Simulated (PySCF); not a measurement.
`InChI=1S/C6H4F2O/c1-9-6(8)4-2-3-5-7/h5H,1H3`

Molfile (atoms numbered from 1):
```
C6H4F2O
     RDKit          3D

 13 12  0  0  0  0  0  0  0  0999 V2000
   -2.4567    0.4075   -0.0712 C   0  0  0  0  0  0  0  0  0  0  0  0
   -2.3369   -0.3506   -1.2583 O   0  0  0  0  0  0  0  0  0  0  0  0
   -1.1217   -0.7260   -1.6091 C   0  0  0  0  0  0  0  0  0  0  0  0
   -1.1766   -1.4239   -2.7224 F   0  0  0  0  0  0  0  0  0  0  0  0
    0.0199   -0.4735   -0.9838 C   0  0  0  0  0  0  0  0  0  0  0  0
    1.1167   -0.2350   -0.3737 C   0  0  0  0  0  0  0  0  0  0  0  0
    2.2194    0.0026    0.2386 C   0  0  0  0  0  0  0  0  0  0  0  0
    3.3581    0.2912    0.8293 C   0  0  0  0  0  0  0  0  0  0  0  0
    3.9088   -0.4725    1.7699 F   0  0  0  0  0  0  0  0  0  0  0  0
   -3.5248    0.6184    0.0533 H   0  0  0  0  0  0  0  0  0  0  0  0
   -2.0800   -0.1614    0.7935 H   0  0  0  0  0  0  0  0  0  0  0  0
   -1.8921    1.3498   -0.1526 H   0  0  0  0  0  0  0  0  0  0  0  0
    3.9659    1.1776    0.6124 H   0  0  0  0  0  0  0  0  0  0  0  0
  1  2  1  0
  2  3  1  0
  3  4  1  0
  3  5  2  0
  5  6  2  0
  6  7  2  0
  7  8  2  0
  8  9  1  0
  1 10  1  0
  1 11  1  0
  1 12  1  0
  8 13  1  0
M  END
```

Level of theory: quadratic response CAM-B3LYP/aug-cc-pVDZ first hyperpolarisability, Taylor convention, gas phase in PySCF. Geometry: PBE0-D3(BJ)/def2-SVP.

Task: Give the tensor of the second harmonic β(−2ω;ω,ω) at 1064 nm in the axes of these coordinates.

Result: In au, Taylor convention; rows are the first index (the induced dipole):
|  | xx | yy | zz | xy | xz | yz |
| --- | --- | --- | --- | --- | --- | --- |
| x | -350.1 | -44.1 | -20.9 | -66.0 | -39.9 | -34.5 |
| y | -62.3 | -65.6 | -31.9 | -39.6 | -30.3 | -38.4 |
| z | -47.3 | -40.4 | -50.9 | -33.4 | -18.3 | -34.9 |

Norm of βᵢ = ⅓ Σⱼ (βᵢⱼⱼ + βⱼᵢⱼ + βⱼⱼᵢ): 461.4 au, hyper-Rayleigh value 179.9 au.
